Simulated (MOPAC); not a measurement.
MOPAC input (PM6):

```
PM6 FORCE THERMO(298,298) PRECISE LET UHF MS=0.5 GEO-OK AUX(PRECISION=9) THREADS=1
C5H11O

C    -1.63375662 1    0.76278876 1    1.18982109 1
C    -1.03165246 1   -0.07411560 1    0.13054893 1
C    -1.66402554 1   -1.35417922 1   -0.25178492 1
C     0.18181657 1    0.39721277 1   -0.58436602 1
C     1.45223793 1   -0.10068795 1    0.11282226 1
O     2.53045425 1    0.43223331 1   -0.68800343 1
H    -2.39861166 1    1.43163355 1    0.76388142 1
H    -0.89252895 1    1.40017555 1    1.69056905 1
H    -2.12835500 1    0.16407977 1    1.96606934 1
H    -2.48794485 1   -1.17962000 1   -0.96202051 1
H    -0.95966675 1   -2.04191904 1   -0.73858419 1
H    -2.09197426 1   -1.88130511 1    0.61149427 1
H     0.18911503 1    0.05668382 1   -1.64215067 1
H     0.21185553 1    1.50623405 1   -0.64807428 1
H     1.54360549 1    0.28929017 1    1.14082087 1
H     1.52085362 1   -1.20182818 1    0.11753881 1
H     3.38938181 1    0.16716699 1   -0.31542045 1
```

Output:

```
 *******************************************************************************
 **                                                                           **
 **                              MOPAC v23.2.5                                **
 **                                                                           **
 *******************************************************************************
 ** MOPAC's Digital Object Identifier: https://doi.org/10.5281/zenodo.6511958 **
 **                                                                           **
 ** Please cite the open-source release paper for use of this MOPAC version:  **
 ** J. E. Moussa and J. J. P. Stewart (2026)                                  **
 ** MOPAC: An open-source semiempirical molecular orbital program             **
 ** J. Open Source Softw., 11(119), 8025, https://doi.org/10.21105/joss.08025 **
 *******************************************************************************

                              PM6 CALCULATION RESULTS

 *******************************************************************************
 *  PM6        - The PM6 Hamiltonian to be used
 *  GEO-OK     - OVERRIDE INTERATOMIC DISTANCE AND OTHER SAFETY CHECKS
 *  UHF        - UNRESTRICTED HARTREE-FOCK CALCULATION
 *  MS=        - IN MECI, MAGNETIC COMPONENT OF SPIN =  0.5
 *  LET        - OVERRIDE SOME SAFETY CHECKS
 *  PRECISE    - TIGHTER CRITERIA TO BE USED
 *  FORCE      - FORCE CALCULATION SPECIFIED
 *  AUX        - OUTPUT AUXILIARY INFORMATION
 *  THERMO     - THERMODYNAMIC QUANTITIES TO BE CALCULATED
 *******************************************************************************
PM6 FORCE THERMO(298,298) PRECISE LET UHF MS=0.5 GEO-OK AUX(PRECISION=9) THREADS=1
 C5H11O

   ATOM   CHEMICAL          X               Y               Z
  NUMBER   SYMBOL      (ANGSTROMS)     (ANGSTROMS)     (ANGSTROMS)

     1       C         -1.63375662  *   0.76278876  *   1.18982109  *
     2       C         -1.03165246  *  -0.07411560  *   0.13054893  *
     3       C         -1.66402554  *  -1.35417922  *  -0.25178492  *
     4       C          0.18181657  *   0.39721277  *  -0.58436602  *
     5       C          1.45223793  *  -0.10068795  *   0.11282226  *
     6       O          2.53045425  *   0.43223331  *  -0.68800343  *
     7       H         -2.39861166  *   1.43163355  *   0.76388142  *
     8       H         -0.89252895  *   1.40017555  *   1.69056905  *
     9       H         -2.12835500  *   0.16407977  *   1.96606934  *
    10       H         -2.48794485  *  -1.17962000  *  -0.96202051  *
    11       H         -0.95966675  *  -2.04191904  *  -0.73858419  *
    12       H         -2.09197426  *  -1.88130511  *   0.61149427  *
    13       H          0.18911503  *   0.05668382  *  -1.64215067  *
    14       H          0.21185553  *   1.50623405  *  -0.64807428  *
    15       H          1.54360549  *   0.28929017  *   1.14082087  *
    16       H          1.52085362  *  -1.20182818  *   0.11753881  *
    17       H          3.38938181  *   0.16716699  *  -0.31542045  *

          CARTESIAN COORDINATES

    NO.       ATOM           X           Y           Z

     1         C         -1.6338      0.7628      1.1898
     2         C         -1.0317     -0.0741      0.1305
     3         C         -1.6640     -1.3542     -0.2518
     4         C          0.1818      0.3972     -0.5844
     5         C          1.4522     -0.1007      0.1128
     6         O          2.5305      0.4322     -0.6880
[...]
 FORCE CONSTANT      1.0533

 VIBRATION         42   23A'          ATOM PAIR      ENERGY CONTRIBUTION    RADIAL
 FREQUENCY          2716.97         C  5 -- H 16         +47.3% ( 67.8%)     96.7%
 TRANSITION DIPOLE   0.2072         C  5 -- H 15         +47.3% ( 67.8%)     97.0%
 TRAVEL (Ang.)       0.2369         C  4 -- H 14          +2.1% ( 14.3%)     96.9%
 REDUCED MASS        0.4421         C  4 -- H 13          +2.1% ( 14.3%)     97.1%
 EFFECTIVE MASS      1.2051
 FORCE CONSTANT      1.9228

 VIBRATION         43   24A'          ATOM PAIR      ENERGY CONTRIBUTION    RADIAL
 FREQUENCY          2749.30         C  4 -- H 14         +47.3% ( 67.8%)     96.3%
 TRANSITION DIPOLE   0.5509         C  4 -- H 13         +47.3% ( 67.8%)     96.6%
 TRAVEL (Ang.)       0.2355         C  5 -- H 15          +2.1% ( 14.1%)     91.6%
 REDUCED MASS        0.4422         C  5 -- H 16          +2.1% ( 14.1%)     91.1%
 EFFECTIVE MASS      1.2567
 FORCE CONSTANT      1.9691

 VIBRATION         44   20A"          ATOM PAIR      ENERGY CONTRIBUTION    RADIAL
 FREQUENCY          2781.89         C  3 -- H 11         +20.7% ( 43.9%)     96.2%
 TRANSITION DIPOLE   0.5130         C  1 -- H  8         +18.7% ( 41.7%)     96.6%
 TRAVEL (Ang.)       0.3820         C  3 -- H 12         +17.0% ( 39.7%)     95.6%
 REDUCED MASS        0.1661         C  1 -- H  9         +15.3% ( 37.6%)     95.8%
 EFFECTIVE MASS      1.1366         C  3 -- H 10         +14.7% ( 37.0%)     93.9%
 FORCE CONSTANT      0.7573         C  1 -- H  7         +13.3% ( 35.1%)     94.5%

 VIBRATION         45   25A'          ATOM PAIR      ENERGY CONTRIBUTION    RADIAL
 FREQUENCY          2784.08         C  1 -- H  8         +19.9% ( 43.0%)     96.3%
 TRANSITION DIPOLE   0.2743         C  3 -- H 11         +17.9% ( 40.7%)     95.8%
 TRAVEL (Ang.)       0.3828         C  1 -- H  9         +17.7% ( 40.5%)     95.4%
 REDUCED MASS        0.1653         C  3 -- H 12         +15.9% ( 38.5%)     95.3%
 EFFECTIVE MASS      1.1473         C  1 -- H  7         +14.8% ( 37.1%)     94.3%
 FORCE CONSTANT      0.7548         C  3 -- H 10         +13.3% ( 35.2%)     93.6%

      SYMMETRY NUMBER FOR POINT-GROUP Cs  =  1

          SYSTEM IS A GROUND STATE

 C5H11O

          MOLECULE IS NOT LINEAR

          THERE ARE 45 GENUINE VIBRATIONS IN THIS SYSTEM
          THIS THERMODYNAMICS CALCULATION IS LIMITED TO
          MOLECULES WHICH HAVE NO INTERNAL ROTATIONS

                    CALCULATED THERMODYNAMIC PROPERTIES
                                          *
   TEMP. (K)   PARTITION FUNCTION   H.O.F.    ENTHALPY  HEAT CAPACITY ENTROPY
                                   KCAL/MOL   CAL/MOLE    CAL/K/MOL  CAL/K/MOL

 298.00  VIB.     0.1771D+05                  4085.3679    23.8183    33.1475
         ROT.     0.2023D+06                   888.2803     2.9808    27.2594
         INT.     0.3582D+10                  4973.6482    26.7991    60.4068
         TRA.     0.7864D+27                  1480.4672     4.9680    39.3055
         TOT.                      -50.498    6454.1154    31.7671    99.7123

   *: NOTE: HEATS OF FORMATION ARE RELATIVE TO THE
            ELEMENTS IN THEIR STANDARD STATE AT 298K
              (=  Standard Enthalpy of Formation).

            Hvib:  Zero-point energy is not included.
                   frequencies of less than zero cm-1 are not included.
            Hrot = (3/2)RT
            Htra = (3/2)RT + pV = (5/2)RT

            Heat capacity is Cp, not Cv

          For more information, see: HTTP://OpenMOPAC.net/Manual/thermochemistry.html

           FORCE CONSTANT IN CARTESIAN COORDINATES (Millidynes/A)

    ATOM   CHEMICAL       X               Y               Z
   NUMBER   SYMBOL  FORCE CONSTANT  FORCE CONSTANT  FORCE CONSTANT

      1       C        7.824966        6.463193        5.682856
      2       C        9.382167        9.290458        2.012589
      3       C        6.820778        7.466950        5.683287
      4       C        6.904772        7.716623        6.527840
      5       C        6.436776        6.632802        7.359217
      6       O        1.905397        4.836711        3.762065
      7       H        1.125592        0.522465        3.607010
      8       H        1.277097        3.000040        1.106419
      9       H        1.267166        2.668445        1.408136
     10       H        0.599670        1.051647        3.603750
     11       H        3.550996        0.722378        1.110182
     12       H        1.402899        2.532994        1.407855
     13       H        3.163899        0.731686        1.598808
     14       H        1.499976        2.390796        1.603622
     15       H        2.999977        0.868675        1.631769
     16       H        1.773589        2.090063        1.636768
     17       H        0.468513        1.395069        2.607672

 **********************
 *                    *
 * JOB ENDED NORMALLY *
 *                    *
 **********************

 == MOPAC DONE ==
```
